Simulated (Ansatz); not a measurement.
PBE exchange is replaced step by step with exact exchange (0 % is PBE, 25 % PBE0; no dispersion term), basis def2-TZVP, Ansatz. System: VO2 (the lowest doublet isomer of a short search). Charge 0, multiplicity 2. Geometry: PBE-D4/def2-TZVP.

Geometry of the doublet:

| atom | x (Å) | y (Å) | z (Å) |
| --- | --- | --- | --- |
| V1 | 0.691 | -0.713 | -0.473 |
| O2 | -0.838 | -0.156 | 0.290 |
| O3 | 0.147 | 0.869 | 0.183 |

The structure holds one bond between oxygen atoms, so isomers without such links may lie far lower. At PBE-D4/def2-TZVP, PBE with 5 % exact exchange/def2-TZVP, PBE with 10 % exact exchange/def2-TZVP, PBE with 15 % exact exchange/def2-TZVP and others the charge 0 doublet is spin-contaminated (final ⟨S²⟩ up to 1.73, 0.75 for a pure state). The geometry of the doublet was relaxed on an unsound state (⟨S²⟩ 1.62, where a pure state has 0.75). At PBE0-D4/def2-TZVP a quartet of charge 0 lies 0.73 eV below the doublet, each at its own geometry. The structure comes from a short search, and lower isomers may exist.

HOMO and LUMO are taken over both spins.

```tsv
exact exchange (%)	HOMO (eV)	LUMO (eV)	gap (eV)	⟨S²⟩
0	-4.08	-3.47	0.61	1.624
5	-4.31	-3.17	1.15	1.639
10	-4.54	-2.85	1.69	1.653
15	-4.74	-2.71	2.03	1.667
25	-5.05	-2.73	2.32	1.728
35	-5.49	-2.44	3.05	1.726
```

(1) Estimate the row for 50 %.

## Answers

(1) 
| exact exchange (%) | HOMO (eV) | LUMO (eV) | gap (eV) | ⟨S²⟩ |
| --- | --- | --- | --- | --- |
| 50 | -6.12 | -2.04 | 4.07 | 1.730 |
